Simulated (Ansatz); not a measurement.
Isolated molecules relaxed with PBE0-D4/def2-TZVP in Ansatz; ΔE leaves out vibrations. CCSD(T)/CBS adds triple-zeta CCSD(T) − MP2 to the extrapolated MP2 energy (def2 sets, frozen cores). This one scheme is used for every species. DFT in def2-TZVPP. HSE06 is defined as in plane-wave codes. Each species was taken in one conformer, which may not be the lowest.

Reaction (redistribution): `B[SiH](F)BCl` + `O=C=N[SiH3]` → `B[SiH](B)F` + `O=C=N[SiH2]Cl`

| level | ΔE (kJ/mol) | difference from CCSD(T)/CBS |
| --- | --- | --- |
| PBE-D4 | 4.5 | 7.9 |
| revPBE-D4 | 2.6 | 6.0 |
| r2SCAN-D4 | -1.6 | 1.8 |
| HSE06-D4 | 0.3 | 3.7 |
| BLYP | 2.5 | 5.9 |
| PBE0 | 0.4 | 3.8 |
| r2SCANh | -2.3 | 1.1 |
| HF/def2-QZVPP | -12.1 | -8.7 |
| HF/CBS(def2) | -12.2 | -8.8 |
| CCSD/CBS(def2) | -5.7 | -2.3 |
| CCSD(T)/CBS | -3.4 | 0 |

Largest T1 diagnostic among the species: 0.016.

At CCSD(T), def2-SVP lies +25.6 kJ/mol from the extrapolated value and def2-TZVPP +3.4 kJ/mol. From PBE to PBE0 (25 % exact exchange), in def2-TZVPP and without D4, ΔE moves by −4.3 kJ/mol. Leaving LDA and LC-ωPBE aside and taking each functional with its dispersion term where it has one, the values, not all of them listed here, spread over 9.6 kJ/mol, from BHLYP-D4 to PBE-D4. LDA lies +5.6 kJ/mol from PBE without D4.
